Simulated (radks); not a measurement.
Initial-state core-level shifts of neutral copper when its valence configuration changes from [Ar] 3d10 4s1. Calculated with a radial shooting solver on a logarithmic mesh with Libxc functionals: non-relativistic Kohn-Sham, PBE, spin-unpolarised, spherical densities, point nucleus. Shifts are changes of the shell-averaged eigenvalues in eV (positive: less bound); the change of the density at the nucleus, which sets a Mossbauer isomer shift, is in e/bohr^3, on a base of 1.664e+04.

| valence | 1s | 2s | 2p | 3s | density at nucleus |
|---|---|---|---|---|---|
| 3d9 4s1 4p1 | -7.485 | -7.962 | -7.908 | -7.525 | +2.575 |
| 3d9 4s2 | -5.437 | -6.018 | -5.958 | -5.479 | +7.926 |
| 3d8 4s2 4p1 | -14.445 | -15.766 | -15.632 | -14.214 | +13.163 |
| 3d10 4p1 | -2.079 | -1.936 | -1.948 | -2.090 | -4.905 |
| 3d8 4s1 4p2 | -16.148 | -17.396 | -17.264 | -15.906 | +6.055 |
| 3d10 4s0.5 4p0.5 | -1.118 | -1.046 | -1.052 | -1.123 | -2.303 |
| 3d7 4s1 4p3 | -25.941 | -28.222 | -27.994 | -24.983 | +10.425 |
| 3d9.5 4s0.5 4p1 | -4.576 | -4.715 | -4.696 | -4.631 | -1.514 |
| 3d9.5 4s1 4p0.5 | -3.606 | -3.806 | -3.782 | -3.658 | +1.182 |
